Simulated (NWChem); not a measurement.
System: CHF2NOSi; SMILES N#CO[SiH](F)F

```xyz
7

N      0.1096    -2.9978    -0.1406
C     -0.1693    -1.8856     0.1207
O     -0.5078    -0.6760     0.4366
Si     0.0231     0.7414    -0.3409
F      1.4753     1.1195     0.2446
F     -1.0389     1.8546     0.1272
H      0.0608     0.5590    -1.8067
```
Atoms are numbered in this order, from 1.

Geometry: optimised at PBE-D3(BJ)/def2-SVP.

Problem. List the 4 lowest vertical singlet excitations from PBE/def2-SVPD, TDA (NWChem).

Solution. 
```json
[
 {"state": "S1", "energy (eV)": "6.63", "oscillator strength": "0.003", "leading excitation (squared amplitude)": "HOMO → LUMO (0.84)"},
 {"state": "S2", "energy (eV)": "6.76", "oscillator strength": "0.001", "leading excitation (squared amplitude)": "HOMO → LUMO+1 (0.83)"},
 {"state": "S3", "energy (eV)": "6.90", "oscillator strength": "0.004", "leading excitation (squared amplitude)": "HOMO−1 → LUMO (0.76)"},
 {"state": "S4", "energy (eV)": "6.98", "oscillator strength": "0.017", "leading excitation (squared amplitude)": "HOMO → LUMO+2 (0.67)"}
]
```
